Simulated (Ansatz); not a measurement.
**Correcting a cheap level on molecular compounds of Ga**

The vertical ionisation energy (cation less neutral) in eV of 6 molecular compounds of Ga: x at wB97M-V/def2-TZVPP, y at CCSD(T)/def2-TZVPP. Shapes, held fixed at every level: PBE0-D4/def2-TZVP. Flexible molecules stand in one conformer, not always the lowest. Programs: Ansatz 0.2.0.

| molecule | x (eV) | y (eV) |
| --- | --- | --- |
| C5H12ClGaO (SMILES C[CH2][Ga]([Cl])[O]C(C)C) | 9.93 | 10.03 |
| C2H3Ga (SMILES C#[C][GaH2]) | 10.31 | 10.51 |
| C2H5ClFGaO (SMILES CC[O][Ga]([F])[Cl]) | 10.76 | 10.84 |
| GaH(OH)2 | 11.39 | 11.53 |
| GaCl2F (SMILES [F][Ga]([Cl])[Cl]) | 12.34 | ? |
| GaClF2 (SMILES [F][Ga]([F])[Cl]) | 12.86 | 12.76 |

Problem. Fit y = c + s·x to the known rows and predict y for GaCl2F.

Solution. 
1. Means of the 5 rows: x = 11.0500, y = 11.134.
2. Σ(Δx)² = 5.2778, Σ(Δx·Δy) = 4.8612, so the slope is 4.8612/5.2778 = 0.92107.
3. Intercept: 11.134 − (0.92107) × 11.0500 = 0.956. The largest residual of the fit is 0.083.
4. GaCl2F: 0.956 + 0.92107 × 12.34 = 12.32 eV.

CCSD(T)/def2-TZVPP gives 12.35 eV, so the prediction is off by -0.03 eV, within the largest residual. Uncorrected, wB97M-V/def2-TZVPP misses GaCl2F by -0.01 eV, and the other rows by 0.12 on average. The line makes this one worse. Left out in turn, the other rows are missed by 0.12 eV on average, hardly better than no correction. Cations run unrestricted. Relativity is left out for Ga. Outer-core shells of Ga are correlated, in sets that cover them unevenly.
